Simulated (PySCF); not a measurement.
**Removing an electron from hydrogen selenide**

Compound: hydrogen selenide, H2Se.
SMILES with atom numbers: `[SeH2:1]` (hydrogens: H2, H3 on Se1)

Cartesian coordinates in Å at the PBE0-D3(BJ)/def2-SVP level; atoms count from 1:
```
atom  x, y, z in Å
Se1    0.0194    0.6503    0.0089
H2    -1.0565   -0.3498   -0.0272
H3     1.0437   -0.4028   -0.0267
```

Level: B3LYP/def2-SVPD (PySCF). Frontier orbitals with their largest atomic shares (Löwdin; up to four atoms above 4 %):

```tsv
orbital	ε (eV)	main atoms
HOMO−3	-19.59	Se1 61 %, H2 19 %, H3 19 %
HOMO−2	-11.57	Se1 54 %, H2 23 %, H3 23 %
HOMO−1	-9.87	Se1 73 %, H3 13 %, H2 13 %
HOMO	-6.89	?
LUMO	-0.44	Se1 70 %, H3 15 %, H2 15 %
LUMO+1	-0.28	Se1 66 %, H2 17 %, H3 17 %
LUMO+2	1.06	Se1 89 %, H3 5 %, H2 5 %
```

Question: What vertical ionisation energy does ΔSCF give, and how far is −ε(HOMO) from it?

Answer: ΔSCF: 9.89 eV (954 kJ/mol; threshold wavelength 125 nm); ⟨S²⟩ of the doublet left behind is 0.753, against 0.75 for a pure doublet. −ε(HOMO) is 6.89 eV, 3.00 eV below it. In exact Kohn–Sham theory the two would be equal; B3LYP (global hybrid, 20 % exact exchange) falls short of its own ΔSCF value by 30 %.

Question: On which atoms does the HOMO lie?

Answer: Se1 (selenium bonded to 2 H) 85 %, H2 (hydrogen on selenium) 8 %, H3 (hydrogen on selenium) 8 %, so more than half of it is on one atom. The HOMO−1 lies 2.98 eV lower.

Question: What kinetic energy would electrons from this vertical process carry with Lyman-α light (10.199 eV)?

Answer: 10.20 − 9.89 = 0.31 eV.

Question: With α = 31.7 au, estimate the like-pair dispersion coefficient by London's formula C6 = (3/4)α²I.

Answer: I = 0.3633 Eh, so C6 ≈ 274 au, a rough estimate.

Geometry: PBE0-D3(BJ)/def2-SVP; no solvent, vibrations or thermal averaging. The calculation is non-relativistic, for selenium too.

The run behind these numbers computed excited states and ΔSCF ions as well. Hardware: one thread of an Arm Neoverse V1, shared host. Cost: 2.4 s wall (grids of density and orbitals included), 0.26 GiB resident at most.
